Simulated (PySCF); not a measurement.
Zn(NH2)(SiH3) (H5NSiZn), SMILES [SiH3][Zn][NH2]. Heavy atoms are numbered as in [Zn:1]([NH2:2])[SiH3:5]. Hydrogens are named by the atom that carries them.

The structure is a stationary point at PBE0-D3(BJ)/def2-SVP. One conformer was computed; it need not be the lowest.

Computed with KT2/pcSseg-1 run with PySCF.

GIAO shieldings, no solvent; atoms alike by connectivity are averaged. δ = σ(ref) − σ: ¹⁵N against NH3 (σ = 266.2 ppm); ¹H against TMS (σ = 31.47 ppm); ²⁹Si against TMS (σ = 361.9 ppm), references at their B3LYP-D3(BJ)/def2-TZVP geometries, non-relativistic.

Computed chemical shifts:
```
nucleus       atoms  count  δ (ppm)
-------  ----------  -----  -------
¹⁵N        N2 (NH2)      1     21.0
¹H         H on Si5      3     3.42
¹H          H on N2      2     0.62
²⁹Si     Si5 (SiH3)      1   -137.3
```
